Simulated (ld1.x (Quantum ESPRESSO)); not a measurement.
## Before and after: PAW potential for osmium (Os)

| Quantity | Value |
| --- | --- |
| Element | Os |
| Generator | ld1.x (Quantum ESPRESSO) 7.5 |
| Type | PAW |
| Functional | PW91 |
| Relativity | scalar-relativistic |
| Frozen core | [Kr] 4d10 4f14 |
| Valence charge | 16 |
| Reference configuration | 5s2 5p6 5d6 6s2 6p0 |
| Partial waves | 5s (bound): rcut 1.35, rcutus 1.45 bohr; 6s (bound): rcut 1.35, rcutus 1.45 bohr; 5p (bound): rcut 2.20, rcutus 2.35 bohr; 6p (bound, empty): rcut 2.20, rcutus 2.35 bohr; 5d (bound): rcut 1.45, rcutus 1.95 bohr; 5d channel at -0.05 Ry: rcut 1.45, rcutus 1.95 bohr |
| Local potential | all-electron potential smoothed inside 1.35 bohr (lloc = -2) |
| Core correction | a·sin(br)/r model core inside 1.20 bohr |
| Augmentation charge | BESSEL, radius 1.05 bohr |

All-electron outer shells of the reference configuration (PW91, scalar-relativistic, ld1.x):

| shell | level (eV) | outermost node (bohr) | outermost maximum (bohr) |
| --- | --- | --- | --- |
| 4d | -272.93 | 0.21 | 0.44 |
| 5s | -91.64 | 0.51 | 0.91 |
| 4f | -52.06 | – | 0.40 |
| 5p | -50.90 | 0.55 | 1.03 |
| 5d | -6.31 | 0.60 | 1.36 |
| 6s | -6.21 | 1.20 | 2.48 |
| 6p | -1.33 | 1.44 | 3.56 |

Change: waves 5s (bound): rcut 1.35, rcutus 2.10 bohr; 6s (bound): rcut 1.35, rcutus 2.10 bohr.

Cutoffs: the cutoffs (Ry, on a coarse ladder) from which the occupation-weighted sum of valence levels, in a spherical-Bessel basis at the reference potential, stays within 10 and 1 mRy of its value at 400 Ry; they do not see the model core or the augmentation charge, which bear on the density cutoff. Errors are all-electron minus pseudo energies relative to the spin-unpolarised reference configuration.

Q: What does the change do?

A: The potential gets neither clearly harder nor softer (30 Ry and 50 Ry → 30 Ry and 45 Ry); the d channel sets the loose cutoff, while the largest relative change is in s, which becomes softer; the number of tests with a reliable result goes from 7 to 1 (the test run of the changed file stopped, so its transferability is not established); neither file shows a bound ghost.

```csv
quantity,base,changed
"cutoff, loose",30 Ry,30 Ry
"cutoff, tight",50 Ry,45 Ry
loose cutoff by channel (10 mRy a level),"s 25 Ry, p 15 Ry, d 25 Ry","s 21 Ry, p 15 Ry, d 25 Ry"
bound ghosts,none,none
tests with a reliable result,7 of 7,1 of 7 (the test run stopped)
"error for 5s2 5p6 5d6 6s1 6p0, meV [ΔE 9.65 eV]",-3.3,-2.3
s: phases at 2.56 bohr within 0.05 rad from the reference energy up to (Ry; the scan ends near 5),n/a,n/a
p: phases at 2.56 bohr within 0.05 rad from the reference energy up to (Ry; the scan ends near 5),4.3,4.3
d: phases at 2.56 bohr within 0.05 rad from the reference energy up to (Ry; the scan ends near 5),2.9,2.9
lowest overlap eigenvalue by channel,"s 0.26, p 0.70, d 0.96","s 0.09, p 0.70, d 0.96"
```

Base: ld1.x printed “convergence not achieved” for 5 of the counted tests; their residual had stalled under 1e-8, short of the target of 1e-14.
